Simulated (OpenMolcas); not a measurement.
## Lines of Pd⁺: computed and rescaled rates

```json
{
  "Program": "OpenMolcas 26.06",
  "Method": "MS-CASPT2, IPEA 0.25 Eh, imaginary shift 0.1 Eh (closed shells correlated: 4s 4p)",
  "Basis": "ANO-RCC-VQZP [8s7p5d3f2g1h]",
  "Scalar Hamiltonian": "DKH2, point nucleus",
  "Active space": "9 electrons in 6 orbitals (4d 5s)",
  "State averaging": "2S+1 = 2 even, 29 roots; 2S+1 = 4 even, 10 roots kept (CI in the orbitals of an earlier block)",
  "Spin-orbit coupling": "state interaction with AMFI integrals over the reference wave functions, term energies averaged over their components"
}
```

Rates come from the transition moments of the reference wave functions (E1 and E2 in the length form). At fixed line strength A goes as λ^-3 for E1 and M1 and as λ^-5 for E2, so a rate at the computed wavelength can be rescaled to the measured one. Measured vacuum wavelengths follow from level energies in NIST Handbook of Basic Atomic Spectroscopic Data. Branching counts decays inside the model space alone, at computed energies, and the table is only a selection of the E2 and M1 lines, drawn from those between levels with measured partners whose computed energy lies within a factor of 1.5 of the measured one.

```
               Upper          Lower  Type  λ computed (nm)  λ measured (nm)  A computed (s-1)  A rescaled (s-1)  Branching %
       4d⁸ 5s ⁴F_3/2  4d⁸ 5s ⁴F_5/2    M1            10290             9816          5.55e-02          6.39e-02         17.2
       4d⁸ 5s ⁴F_5/2  4d⁸ 5s ⁴F_7/2    M1             5627             5458          2.99e-01          3.28e-01         68.4
       4d⁸ 5s ⁴F_7/2  4d⁸ 5s ⁴F_9/2    M1             5276             4968          2.11e-01          2.53e-01         27.2
4d⁸ 5s ²F_5/2 [66 %]  4d⁸ 5s ²F_7/2    M1             4541             4664          1.05e-01          9.69e-02          0.7
          4d⁹ ²D_3/2     4d⁹ ²D_5/2    M1             2731             2825          7.98e-01          7.21e-01        100.0
       4d⁸ 5s ²F_7/2  4d⁸ 5s ⁴F_9/2    M1             1481             1390          8.32e-01                            5.3
4d⁸ 5s ²F_5/2 [66 %]  4d⁸ 5s ⁴F_7/2    M1             1417             1365          1.52e-01                            1.1
       4d⁸ 5s ⁴F_7/2     4d⁹ ²D_3/2    E2            440.3            424.5          1.12e-02                            1.4
       4d⁸ 5s ⁴F_9/2     4d⁹ ²D_5/2    E2            408.5            398.7          8.43e-03                          100.0
       4d⁸ 5s ⁴F_5/2     4d⁹ ²D_3/2    E2            408.3            393.9          1.22e-01                           28.0
       4d⁸ 5s ⁴F_5/2     4d⁹ ²D_3/2    M1            408.3            393.9          1.28e-02                            2.9
       4d⁸ 5s ⁴F_3/2     4d⁹ ²D_3/2    E2            392.7            378.7          7.80e-02                           24.2
       4d⁸ 5s ⁴F_3/2     4d⁹ ²D_3/2    M1            392.7            378.7          6.53e-03                            2.0
       4d⁸ 5s ⁴F_7/2     4d⁹ ²D_5/2    E2            379.2              369          5.50e-01                           70.8
       4d⁸ 5s ⁴F_7/2     4d⁹ ²D_5/2    M1            379.2              369          4.41e-03                            0.6
       4d⁸ 5s ²F_7/2     4d⁹ ²D_3/2    E2            362.7            347.9          6.01e-01          7.40e-01          3.9
       4d⁸ 5s ⁴F_5/2     4d⁹ ²D_5/2    E2            355.2            345.7          2.56e-03                            0.6
       4d⁸ 5s ⁴F_3/2     4d⁹ ²D_5/2    E2            343.4            333.9          1.82e-01                           56.4
4d⁸ 5s ²F_5/2 [66 %]     4d⁹ ²D_3/2    E2            335.9            323.8          4.61e+00          5.54e+00         32.6
       4d⁸ 5s ²F_7/2     4d⁹ ²D_5/2    E2            320.2            309.8          1.40e+01          1.65e+01         90.1
4d⁸ 5s ²F_5/2 [66 %]     4d⁹ ²D_5/2    E2            299.1            290.5          9.21e+00          1.07e+01         65.0
```

Spin-changing lines and M1 lines between different terms are not rescaled, since their strength hangs on the term gaps too.

The largest correction is for 4d⁸ 5s ²F_7/2 → 4d⁹ ²D_3/2 (E2): 6.01e-01 × (362.7 / 347.9)^5 = 7.40e-01 s-1, a factor of 1.23.

These are rates of the free ion; in crystals, glasses and complexes forced electric-dipole and non-radiative decay shorten such lifetimes by orders of magnitude. No measured rate stands beside these. Rescaling mends the energy factor alone: line strengths can still be far off where a level mixes with configurations outside the active space, and weak or spin-changing lines hang on small mixing coefficients that depend on the term gaps too, so rescaling need not improve them.

CASPT2 breaks the degeneracy within a term, and the mean is taken; among the terms shown or strongly mixed into the levels shown the widest spread is 850 cm-1 (4d⁸ 5s ²F). Terms from blocks run as CI alone lack orbitals of their own. A single d shell beside an s shell can misplace configurations of different d count against each other. Measured partners are found by configuration, term and J. A level has none where our copy of the source lacks it or the pairing is in doubt (some pairs that miss far off the trend of their configuration count as doubtful). Levels of configurations outside the active space are missing.

A share in square brackets marks a mixed level and gives the weight of the term that names it.
